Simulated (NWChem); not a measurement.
System: C2H2F, doublet; SMILES [CH]=CF

NWChem input:

```
start job
memory heap 200 mb stack 900 mb global 1100 mb
geometry units angstroms noautosym nocenter noautoz
  C      0.171229     1.262372     0.000000
  C     -0.431031     0.096612     0.000000
  F      0.215200    -1.075304     0.000000
  H      1.156898     1.718762     0.000000
  H     -1.520051    -0.027772     0.000000
end
basis spherical
  C library def2-svp
  F library def2-svp
  H library def2-svp
end
dft
  odft
  mult 2
  xc m06-2x
  iterations 150
end
cosmo
  dielec 4.8
end
task dft energy
```

Parts of the log:

```
             Northwest Computational Chemistry Package (NWChem) 7.3.0
             --------------------------------------------------------

                             Geometry "geometry" -> ""
                             -------------------------

 Output coordinates in angstroms (scale by  1.889725989 to convert to a.u.)

  No.       Tag          Charge          X              Y              Z
 ---- ---------------- ---------- -------------- -------------- --------------
    1 C                    6.0000     0.17122900     1.26237200     0.00000000
    2 C                    6.0000    -0.43103100     0.09661200     0.00000000
    3 F                    9.0000     0.21520000    -1.07530400     0.00000000
    4 H                    1.0000     1.15689800     1.71876200     0.00000000
    5 H                    1.0000    -1.52005100    -0.02777200     0.00000000

 Effective nuclear repulsion energy (a.u.)      60.9343136705

                                 NWChem DFT Module
                                 -----------------

 Summary of "ao basis" -> "ao basis" (spherical)
 ------------------------------------------------------------------------------
       Tag                 Description            Shells   Functions and Types
 ---------------- ------------------------------  ------  ---------------------
 C                          def2-svp                 6       14   3s2p1d
 F                          def2-svp                 6       14   3s2p1d
 H                          def2-svp                 3        5   2s1p

 in cosmo_initialize ...

 solvent parameters
 solvname_short: unkn
 solvname_long:  unknown
 dielec:        4.8000

          ---------------
          -cosmo- solvent
          ---------------
 Cosmo: York-Karplus, doi: 10.1021/jp992097l
 dielectric constant -eps-     =   4.80
 screen = (eps-1)/(eps    )    =   0.79167
 surface charge correction     = lagrangian

   van der Waals surface
 --------------------------

 ---------- ATOMIC COORDINATES (A.U.) ------------ VDWR(ANG.) --
     1    0.32357589    2.38553718    0.00000000     2.000
     2   -0.81453048    0.18257021    0.00000000     2.000
     3    0.40666903   -2.03202991    0.00000000     1.720
     4    2.18622022    3.24798922    0.00000000     1.300
     5   -2.87247988   -0.05248147    0.00000000     1.300
 number of segments per atom =         32
 number of   points per atom =         32
 atom (   nspa,  nppa )
 ----------------------
    1 (     22,     0 )       0
    2 (     14,     0 )       0
    3 (     22,     0 )       0
    4 (     16,     0 )       0
    5 (     16,     0 )       0
 number of -cosmo- surface points =       90
 molecular surface =     80.911 angstrom**2
 molecular volume  =     60.099 angstrom**3
 G(cav/disp)       =      1.265 kcal/mol
 -lineq- algorithm             =   0
 -bem- low  level              =   2
 -bem- from -octahedral-
 gaussian surface charge width =   4.50000
 degree of switching           =   1.00000
 switching function tolerance  =   0.00010
 atomic radii =
 --------------
    1  6.000  2.000
    2  6.000  2.000
    3  9.000  1.720
    4  1.000  1.300
    5  1.000  1.300
 ...... end of -cosmo- initialization ......

            General Information
            -------------------
          SCF calculation type: DFT
          Wavefunction type:  spin polarized.
          No. of atoms     :     5
          No. of electrons :    23
           Alpha electrons :    12
            Beta electrons :    11
          Charge           :     0
          Spin multiplicity:     2
          Use of symmetry is: off; symmetry adaption is: off
          Maximum number of iterations: 150
          AO basis - number of functions:    52
                     number of shells:    24
          Convergence on energy requested:  1.00D-06
          Convergence on density requested:  1.00D-05
          Convergence on gradient requested:  5.00D-04

              XC Information
              --------------
                       M06-2X Method XC Functional
                     Hartree-Fock (Exact) Exchange  0.540
                        M06-2X Exchange Functional  1.000
                      M06-2X Correlation Potential  1.000

             Grid Information
             ----------------
          Grid used for XC integration:  medium
          Radial quadrature: Mura-Knowles
          Angular quadrature: Lebedev.
          Tag              B.-S. Rad. Rad. Pts. Rad. Cut. Ang. Pts.
          ---              ---------- --------- --------- ---------
          C                   0.70       49           8.0       434
          F                   0.50       49           8.0       434
          H                   0.35       45          10.0       434
          Grid pruning is: on
          Number of quadrature shells:   237
          Spatial weights used:  Erf1

      Superposition of Atomic Density Guess
      -------------------------------------

 Sum of atomic energies:        -175.54069044

      Non-variational initial energy
      ------------------------------

 Total energy =    -176.590122
 1-e energy   =    -361.335965
 2-e energy   =     123.811529
 HOMO         =      -0.209949
 LUMO         =       0.062810

[...]

                                   COSMO solvation results
                                   -----------------------

                 gas phase energy =      -176.922441929599
                 sol phase energy =      -176.925377536238
 (electrostatic) solvation energy =         0.002935606639 (    1.84 kcal/mol)

                    DFT Final Alpha Molecular Orbital Analysis
                    ------------------------------------------

 Vector   10  Occ=1.000000D+00  E=-4.625843D-01
              MO Center= -2.4D-01, -2.8D-01,  5.5D-11, r^2= 1.8D+00
   Bfn.  Coefficient  Atom+Function         Bfn.  Coefficient  Atom+Function
  ----- ------------  ---------------      ----- ------------  ---------------
    32      0.452137  3 F  px                35     -0.313807  3 F  px
    48     -0.304641  5 H  s                 18      0.287785  2 C  px
     5     -0.222320  1 C  py                33      0.188568  3 F  py
    36     -0.133994  3 F  py                19      0.129181  2 C  py
    43     -0.127736  4 H  s                 49     -0.127202  5 H  s

 Vector   11  Occ=1.000000D+00  E=-3.450186D-01
              MO Center= -2.0D-02,  6.4D-01, -6.0D-09, r^2= 1.6D+00
   Bfn.  Coefficient  Atom+Function         Bfn.  Coefficient  Atom+Function
  ----- ------------  ---------------      ----- ------------  ---------------
     6      0.460053  1 C  pz                20      0.352780  2 C  pz
     9      0.310179  1 C  pz                34      0.259938  3 F  pz
    37     -0.211093  3 F  pz                23      0.192166  2 C  pz
    25      0.028592  2 C  d -1

 Vector   12  Occ=1.000000D+00  E=-3.309701D-01
              MO Center= -4.4D-03,  1.2D+00,  2.0D-09, r^2= 1.5D+00
   Bfn.  Coefficient  Atom+Function         Bfn.  Coefficient  Atom+Function
  ----- ------------  ---------------      ----- ------------  ---------------
     4      0.420815  1 C  px                 5     -0.395982  1 C  py
     8     -0.303567  1 C  py                 7      0.277281  1 C  px
     3     -0.195317  1 C  s                 33      0.183990  3 F  py
     2     -0.166430  1 C  s                 36     -0.140929  3 F  py
    43      0.135982  4 H  s                 16      0.121706  2 C  s

 Vector   13  Occ=0.000000D+00  E= 5.163081D-02
              MO Center= -1.7D-01,  5.7D-01, -4.4D-09, r^2= 2.0D+00
   Bfn.  Coefficient  Atom+Function         Bfn.  Coefficient  Atom+Function
  ----- ------------  ---------------      ----- ------------  ---------------
    23     -0.685206  2 C  pz                 9      0.631893  1 C  pz
    20     -0.486037  2 C  pz                 6      0.394012  1 C  pz
    37      0.206680  3 F  pz                34     -0.187509  3 F  pz

 Vector   14  Occ=0.000000D+00  E= 1.364464D-01
              MO Center= -3.9D-02,  9.5D-01,  2.3D-09, r^2= 5.7D+00
   Bfn.  Coefficient  Atom+Function         Bfn.  Coefficient  Atom+Function
  ----- ------------  ---------------      ----- ------------  ---------------
    44      1.519115  4 H  s                 49     -1.396950  5 H  s
     3     -1.374792  1 C  s                 17      0.987179  2 C  s
    21     -0.565321  2 C  px                 7     -0.394505  1 C  px
    22      0.207601  2 C  py                 8     -0.200070  1 C  py
    18     -0.195993  2 C  px                16      0.179724  2 C  s

 Vector   15  Occ=0.000000D+00  E= 1.628998D-01
              MO Center= -5.1D-01,  7.6D-01, -1.8D-10, r^2= 6.2D+00
   Bfn.  Coefficient  Atom+Function         Bfn.  Coefficient  Atom+Function
  ----- ------------  ---------------      ----- ------------  ---------------
    49     -1.846147  5 H  s                 17      1.768097  2 C  s
    44     -1.604080  4 H  s                  7      0.881476  1 C  px
    21     -0.783952  2 C  px                 3      0.752489  1 C  s
     8      0.364746  1 C  py                16      0.185377  2 C  s
    18     -0.167637  2 C  px                 2      0.152710  1 C  s

                     DFT Final Beta Molecular Orbital Analysis
                     -----------------------------------------

 Vector    9  Occ=1.000000D+00  E=-5.639563D-01
              MO Center=  1.2D-01, -8.8D-01, -9.1D-09, r^2= 7.4D-01
   Bfn.  Coefficient  Atom+Function         Bfn.  Coefficient  Atom+Function
  ----- ------------  ---------------      ----- ------------  ---------------
    34      0.609181  3 F  pz                37     -0.405703  3 F  pz
    20     -0.209567  2 C  pz                23     -0.126348  2 C  pz
     6     -0.067302  1 C  pz

 Vector   10  Occ=1.000000D+00  E=-4.568163D-01
              MO Center= -2.4D-01, -2.4D-01,  9.3D-11, r^2= 1.9D+00
   Bfn.  Coefficient  Atom+Function         Bfn.  Coefficient  Atom+Function
  ----- ------------  ---------------      ----- ------------  ---------------
    32      0.440398  3 F  px                35     -0.307359  3 F  px
    48     -0.302882  5 H  s                 18      0.294228  2 C  px
     5     -0.204930  1 C  py                33      0.182419  3 F  py
    43     -0.145905  4 H  s                 19      0.145044  2 C  py
     4     -0.137703  1 C  px                49     -0.131699  5 H  s

 Vector   11  Occ=1.000000D+00  E=-3.253893D-01
              MO Center= -8.9D-02,  5.0D-01, -8.1D-09, r^2= 1.6D+00
   Bfn.  Coefficient  Atom+Function         Bfn.  Coefficient  Atom+Function
  ----- ------------  ---------------      ----- ------------  ---------------
    20      0.417188  2 C  pz                 6      0.385394  1 C  pz
     9      0.273653  1 C  pz                34      0.271372  3 F  pz
    23      0.249749  2 C  pz                37     -0.225058  3 F  pz
    25      0.026097  2 C  d -1

 Vector   12  Occ=0.000000D+00  E=-4.599953D-02
              MO Center= -7.7D-02,  1.3D+00,  2.8D-10, r^2= 1.7D+00
   Bfn.  Coefficient  Atom+Function         Bfn.  Coefficient  Atom+Function
  ----- ------------  ---------------      ----- ------------  ---------------
     8      0.434141  1 C  py                 7     -0.378795  1 C  px
     3      0.343100  1 C  s                  4     -0.284156  1 C  px
     5      0.284806  1 C  py                33     -0.165570  3 F  py
    36      0.148309  3 F  py                31      0.140966  3 F  s
    16     -0.105639  2 C  s                 22      0.103861  2 C  py

 Vector   13  Occ=0.000000D+00  E= 6.574932D-02
              MO Center= -9.4D-02,  7.2D-01, -6.0D-09, r^2= 2.1D+00
   Bfn.  Coefficient  Atom+Function         Bfn.  Coefficient  Atom+Function
  ----- ------------  ---------------      ----- ------------  ---------------
     9      0.713916  1 C  pz                23     -0.661386  2 C  pz
    20     -0.448766  2 C  pz                 6      0.400325  1 C  pz
    37      0.186791  3 F  pz                34     -0.165493  3 F  pz

 Vector   14  Occ=0.000000D+00  E= 1.383280D-01
              MO Center= -8.2D-01,  5.7D-01,  2.2D-09, r^2= 5.4D+00
   Bfn.  Coefficient  Atom+Function         Bfn.  Coefficient  Atom+Function
  ----- ------------  ---------------      ----- ------------  ---------------
    49      1.807656  5 H  s                 17     -1.445087  2 C  s
     3      1.254263  1 C  s                 44     -1.152496  4 H  s
    21      0.724113  2 C  px                18      0.226145  2 C  px
    16     -0.214961  2 C  s                 22     -0.197561  2 C  py
     7      0.148544  1 C  px                 4      0.132793  1 C  px

   alpha - beta orbital overlaps
   -----------------------------

   alpha      1      2      3      4      5      6      7      8      9     10
    beta      1      2      3      4      5      6      7      8      9     10
 overlap   1.000  1.000  1.000  1.000  0.993  0.985  0.994  0.992  1.000  0.998

   alpha     11     12     13     14     15     16     17     18     19     20
    beta     11     12     13     14     15     16     17     18     19     20
 overlap   0.993  0.971  0.993  0.969  0.965  0.987  0.998  0.970  0.971  0.994

   alpha     21     22     23     24     25     26     27     28     29     30
    beta     21     22     23     24     25     26     27     28     29     30
 overlap   0.871  0.880  0.994  0.811  0.807  0.966  0.967  1.000  0.994  0.992

   alpha     31     32     33     34     35     36     37     38     39     40
    beta     31     32     33     34     35     36     37     38     39     40
 overlap   0.998  0.992  0.984  0.991  0.984  0.967  0.996  0.994  0.998  0.988

   alpha     41     42     43     44     45     46     47     48     49     50
    beta     41     42     43     44     45     46     47     48     49     50
 overlap   0.998  0.993  0.999  0.999  0.995  0.993  0.977  1.000  0.982  1.000

   alpha     51     52
    beta     51     52
 overlap   0.999  1.000

     --------------------------
     Expectation value of S2:
     --------------------------
      <S2> =      0.7664 (Exact =     0.7500)

     Multipole analysis of the density
     ---------------------------------

     L   x y z        total         alpha         beta         nuclear
     -   - - -        -----         -----         ----         -------
     0   0 0 0     -0.000000    -12.000000    -11.000000     23.000000

     1   1 0 0     -0.150803     -0.109891     -0.068946      0.028034
     1   0 1 0      0.387604     -1.356596      1.428317      0.315883
     1   0 0 1      0.000000      0.000000      0.000000      0.000000

[...]
```

Level: M06-2X/def2-SVP, spin-unrestricted, COSMO on the gas-phase geometry. In the optimisation the excess spin sits in a' (Cs, its own frame). Coordinates come from a PBE0/def2-SVP, spin-unrestricted optimisation. No stability test was run on the SCF state. COSMO prints the solvation energy as gas minus solution, so a positive value is a stabilisation.
